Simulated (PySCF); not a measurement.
Al(OH)2 (AlH₂O₂), SMILES [OH][Al+][OH], charge +1.

Geometry optimised at B3LYP-D3(BJ)/def2-TZVP. The multiplicity is an assumed one; other spin states were not compared. The isomer is the one that the SMILES or the coordinates give; other isomers of the formula were not compared. One conformer was computed; it need not be the lowest.

Calculation: r2SCAN/def2-TZVPD (PySCF).

Symmetry labels are those of the subgroup C2h that the program uses (full group C2h).

Question: List the valence orbital energies around the gap with their symmetry. (The exact figures need the calculation; the answer reports its results.)

Answer: 
```json
[
 {"orbital": "HOMO−7", "symmetry": "Ag", "energy (eV)": "-32.32"},
 {"orbital": "HOMO−6", "symmetry": "Bu", "energy (eV)": "-32.10"},
 {"orbital": "HOMO−5", "symmetry": "Ag", "energy (eV)": "-20.57"},
 {"orbital": "HOMO−4", "symmetry": "Bu", "energy (eV)": "-19.78"},
 {"orbital": "HOMO−3", "symmetry": "Bu", "energy (eV)": "-14.98"},
 {"orbital": "HOMO−2", "symmetry": "Au", "energy (eV)": "-14.92"},
 {"orbital": "HOMO−1", "symmetry": "Ag", "energy (eV)": "-14.81"},
 {"orbital": "HOMO", "symmetry": "Bg", "energy (eV)": "-14.60"},
 {"orbital": "LUMO", "symmetry": "Ag", "energy (eV)": "-8.72"},
 {"orbital": "LUMO+1", "symmetry": "Bu", "energy (eV)": "-5.82"},
 {"orbital": "LUMO+2", "symmetry": "Au", "energy (eV)": "-5.61"},
 {"orbital": "LUMO+3", "symmetry": "Bu", "energy (eV)": "-3.66"}
]
```
